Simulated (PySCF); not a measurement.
PySCF job for F2HOS, SMILES [OH+]=S(F)F, charge +1, PBE0/pcSseg-2. Geometry optimised at B3LYP-D3(BJ)/def2-SVP. The isomer is the one that the SMILES or the coordinates give; other isomers of the formula were not compared.

```python
import numpy as np
from pyscf import gto, scf, dft
from pyscf.prop.nmr import rks as nmr

mol = gto.M(
    atom='''
    O     1.41645489    0.16609748   -0.00000002
    S     0.00974119   -0.46379607   -0.00000000
    F    -0.72346810    0.27454550   -1.16880816
    F    -0.72346807    0.27454550    1.16880819
    H     1.53492732    1.15013815   -0.00000002
    ''',
    basis='pcSseg-2',
    charge=1,
    spin=0,
    max_memory=1600,
    verbose=3,
)
mf = dft.RKS(mol, xc='pbe0').density_fit(auxbasis='def2-universal-jkfit')
mf.grids.level = 3
mf.conv_tol = 1e-10
mf.max_cycle = 100
mf.kernel()
n = nmr.NMR(mf)
n.verbose = 2
n.max_cycle_cphf = 60
sigma = n.kernel()
print('atom   isotropic/ppm   span/ppm')
for i, s in enumerate(sigma):
    w = np.linalg.eigvalsh((s + s.T) / 2)
    print(f'{mol.atom_symbol(i):2s}{i + 1:3d} {w.mean():14.3f} {w[2] - w[0]:11.3f}')
```

Log of the run:

```
converged SCF energy = -673.083298660712
atom   isotropic/ppm   span/ppm
O   1        122.908     201.105
S   2        -82.362     239.498
F   3        101.167     347.138
F   4        101.167     347.138
H   5         22.259      14.524
```

The run converged.
